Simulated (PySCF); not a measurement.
Ta⁺ (tantalum, charge +1): UHF calculation

Configuration: [Xe] 4f14 5d3 6p1, one real determinant (an excited configuration). All numbers are calculated (PySCF 2.14, scalar relativity through the core potential, in aug-cc-pVDZ-PP with ECP60MDF).

| Property | Result |
| --- | --- |
| Total energy | -56.351482 hartree |
| One-electron energy | -91.0727 hartree |
| Hartree (Coulomb) energy | 40.7043 hartree |
| Exchange energy | -5.9831 hartree |
| ⟨S²⟩ | 6.0033 |
| ⟨L²⟩ | 14.041 |
| Sum of ⟨r⟩ | 20.52 bohr |
| Sum of ⟨r²⟩ | 48.76 bohr² |
| Traceless quadrupole moment −½Σ⟨3z² − r²⟩ along its main axis | -7.56 e·bohr² |

| shell | electrons | mean orbital energy (hartree) | spread (hartree) | rms radius, mean of both spins (bohr) |
| --- | --- | --- | --- | --- |
| 5s α | 1 | -3.53180 | 0 | 1.19 |
| 5s β | 1 | -3.42053 | 0 | 1.19 |
| 5p α | 3 | -2.15317 | 0.00179 | 1.40 |
| 5p β | 3 | -1.98421 | 0.01229 | 1.40 |
| 5d α | 3 | -0.63941 | 0.00582 | 2.21 |
| 6p α | 1 | -0.34756 | 0 | 4.43 |

⟨L²⟩ = 14.04 against 20 for a pure G term, so this real determinant mixes terms. Energies and moments cover only the electrons outside the core potential. Spin-orbit coupling, absent here, splits the open shell strongly.
